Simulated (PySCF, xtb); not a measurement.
C₄H₅NSi, SMILES C#C[C@@H]([SiH3])C#N.

Harmonic wavenumbers (cm⁻¹) from xtb with GFN2-xTB at its own minimum, in rising order: 109, 111, 130, 156, 318, 348, 438, 516, 541, 553, 620, 660, 713, 760, 767, 780, 976, 1052, 1066, 1208, 2283, 2292, 2296, 2320, 2395, 2910, 3400.

Problem. What does ωB97X-D3(BJ)/def2-SVP run with PySCF give at its own minimum? (The exact figures need the calculation; the answer reports its results.)

Solution. 123, 131, 159, 165, 369, 434, 464, 549, 590, 656, 724, 759, 778, 929, 953, 955, 974, 1069, 1119, 1302, 2274, 2281, 2290, 2302, 2431, 3099, 3484. Paired by order, the mean absolute difference is 64 cm⁻¹ and the zero-point energies are 42.5 and 44.8 kcal/mol.
